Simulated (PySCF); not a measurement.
Vertical excitations of a molecule C3H6BF from TDDFT-PBE/def2-SVPD (PySCF), as energy in eV (oscillator strength): 4.54 (0.005), 6.15 (0.002), 6.37 (0.005), 6.56 (0.111), 6.71 (0.059), 6.99 (0.019), 7.04 (0.005), 7.38 (0.051), 7.61 (0.175), 7.76 (0.006). Lowest triplet (TDA): 4.17 eV. Coordinates come from a PBE-D3(BJ)/def2-SVP optimisation. Other conformers were not sampled.

### Question
Which molecule gave these data?
(A) FB1CCC1
(B) C=CCBF
(C) C=CB(C)F

### Answer
B, C=CCBF
